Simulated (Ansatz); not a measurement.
C3H9O2Sb, SMILES `C[O][Sb]([CH3])[O]C`. Charge 0, multiplicity 1. Correlated methods include outer-core shells of Sb, which these sets cover unevenly. Sb takes the def2 core potential.

```
atom    x (Å)    y (Å)    z (Å)
  C1  -0.6524  -1.2552  -1.4164
  O2  -1.4471  -0.9081  -0.3072
 Sb3  -1.0309   0.6702   0.7775
  C4  -0.4986   1.9948  -0.8137
  O5   0.8749   0.2854   1.0765
  C6   1.2355  -0.6465   2.0674
  H7   0.4198  -1.1764  -1.2010
  H8  -0.8726  -2.2937  -1.6789
  H9  -0.8769  -0.6289  -2.2886
 H10  -0.2686   2.9786  -0.4020
 H11   0.3845   1.5980  -1.3147
 H12  -1.3252   2.0862  -1.5199
 H13   0.7487  -0.4480   3.0323
 H14   0.9925  -1.6742   1.7698
 H15   2.3166  -0.5822   2.2187
```

Task: Give the diagnostics of a CCSD(T)/def2-TZVPP run (frozen core, the Gaussian-basis code of Ansatz). (Best estimate.)

Result: Ansatz gave: T1 = 0.0139, largest single amplitude 0.031, largest double 0.035, (T) share of the correlation energy 3.6 %, 10 CCSD cycles. The RHF solution is stable towards an unrestricted one. T1 lies under the customary mark of 0.02 for closed shells.
